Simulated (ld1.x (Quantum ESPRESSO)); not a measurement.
# Which change was made? (Cl, TM)

chlorine, norm-conserving Troullier–Martins (Kleinman–Bylander form), made with ld1.x (Quantum ESPRESSO) 7.5 (PW91, scalar-relativistic). Core [Ne], reference 3s2 3p3.5 (charge +1.5). Waves: 3s (bound): rc 1.10 bohr; 3p (bound): rc 1.30 bohr; 3d channel at 0.05 Ry: rc 1.40 bohr. Local part: the d channel. Core correction: Bessel-smoothed model core, default radius (core density twice the valence density).

Cutoffs, loose and tight: the cutoffs (Ry, on a coarse ladder) from which the occupation-weighted sum of valence levels, in a spherical-Bessel basis at the reference potential, stays within 10 and 1 mRy of its value at 400 Ry. They do not see the model core or the augmentation charge, which bear on the density cutoff. Test errors are all-electron minus pseudo excitation energies from the reference, over the configurations 3s2 3p5; 3s2 3p4; 3s2 3p3; 3s2 3p1; 3s1 3p5; 3s1 3p6; 3s2 3p2; variants that change the core or the reference have their own tests.

The base gives: outcome: generated; cutoff, loose: 60 Ry; cutoff, tight: 140 Ry; bound ghosts: none; largest test error (meV): +184.

**Question.** After one change the result is: outcome: generated; cutoff, loose: 35 Ry; cutoff, tight: 60 Ry; bound ghosts: none; largest test error (meV): +244. Which change was it?
A. wave 3s (bound): rc 1.10 bohr becomes 3s (bound): rc 0.98 bohr
B. wave 3s (bound): rc 1.10 bohr becomes 3s (bound): rc 0.74 bohr
C. wave 3s (bound): rc 1.10 bohr becomes 3s (bound): rc 1.24 bohr
D. wave 3s (bound): rc 1.10 bohr becomes 3s (bound): rc 1.66 bohr

**Answer.** D. The others give: wave 3s (bound): rc 1.10 bohr becomes 3s (bound): rc 1.24 bohr → outcome: generated; cutoff, loose: 45 Ry; cutoff, tight: 80 Ry; bound ghosts: none; largest test error (meV): +171 | wave 3s (bound): rc 1.10 bohr becomes 3s (bound): rc 0.98 bohr → outcome: generated; cutoff, loose: 110 Ry; cutoff, tight: 230 Ry; bound ghosts: none; largest test error (meV): +208 | wave 3s (bound): rc 1.10 bohr becomes 3s (bound): rc 0.74 bohr → outcome: generated; bound ghosts: s; largest test error (meV): +190.
